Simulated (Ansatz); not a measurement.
# Setting up BSiHBrCl (SMILES [SiH]Br.[B]Cl) in Ansatz

BSiHBrCl has 5 atoms, charge 0, and is taken as a singlet. As SMILES, `[SiH]Br.[B]Cl`. The coordinates come from a GFN2-xTB relaxation.

```xyz
5

Si    0.8263    1.2260    1.5512
Br    1.9559    0.5810   -0.3195
H    -0.2615    0.2402    1.3565
B    -1.1036   -1.2993   -0.5712
Cl   -1.4172   -0.7479   -2.0171
```

Settings wanted:

```json
{
  "basis set": "def2-SVP",
  "integral approximation": "automatic",
  "task": "energy",
  "method": "DFT",
  "functional": "wB97M-V",
  "reference": "RKS",
  "relativity": "none",
  "accuracy": "medium"
}
```

Problem. Write the Ansatz 0.2.0 input and the command.

Solution. One that was run (others would do as well):

job.yaml:
```yaml
crystal:
  periodic: [false, false, false]
  atoms:
    - symbol: Si
      position_ang: [0.826320, 1.226030, 1.551180]
    - symbol: Br
      position_ang: [1.955890, 0.580970, -0.319450]
    - symbol: H
      position_ang: [-0.261480, 0.240200, 1.356550]
    - symbol: B
      position_ang: [-1.103550, -1.299260, -0.571200]
    - symbol: Cl
      position_ang: [-1.417180, -0.747940, -2.017090]
basis:
  gaussian: {orbitals: def2-SVP}
hamiltonian: {xc: {name: wB97M-V}}
```

```bash
$ ansatz run job.yaml --threads 1 --pin off --max-ram 2610MiB --events-out events.jsonl --progress --plain --runs-dir runs
```

Calculated total energy: -3348.44782 Eh.
